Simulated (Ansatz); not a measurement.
C3H9BSi, SMILES `CC1BC[SiH2]1`, relaxed with RKS PBE-D4/def2-SVP in the Gaussian-basis code of Ansatz from a rough embedded geometry. The force threshold is 0.03 eV/Å; the program also tests the step.

Charge 0, multiplicity 1.

Start:

```xyz
14

C     1.332   -0.985   -0.405
C    -0.086   -0.562   -0.489
B    -0.207    0.928   -1.040
C    -0.825    1.438    0.427
Si   -0.801   -0.280    1.200
H     2.015   -0.342    0.158
H     1.418   -2.020    0.048
H     1.805   -1.086   -1.436
H    -0.701   -1.224   -1.124
H     0.063    1.539   -2.057
H    -0.218    2.117    0.899
H    -1.883    1.766    0.259
H     0.213   -0.403    2.247
H    -2.125   -0.886    1.314
```

Question: How much energy does the relaxation release, and in how many steps? (Estimate.)

Answer: The calculation gave: 36.05 kcal/mol, in 17 steps.

Question: Which bonds change most? (Best estimate.)

Answer: Ansatz gave: C2–Si5 from 1.856 to 1.961 Å; B3–C4 from 1.672 to 1.569 Å; C4–H11 from 1.026 to 1.103 Å.

Question: Give the relaxed structure. (Best estimate.)

Answer: Computed: 
```xyz
14

C     1.363   -1.324   -0.760
C     0.109   -0.503   -0.510
B     0.057    1.058   -0.546
C    -1.238    1.539    0.199
Si   -0.666   -0.002    1.220
H     2.249   -0.856   -0.285
H     1.284   -2.360   -0.370
H     1.581   -1.401   -1.846
H    -0.811   -0.980   -0.922
H     1.073    1.734   -0.597
H    -1.315    2.559    0.610
H    -2.210    1.194   -0.209
H     0.297    0.252    2.343
H    -1.772   -0.909    1.674
```
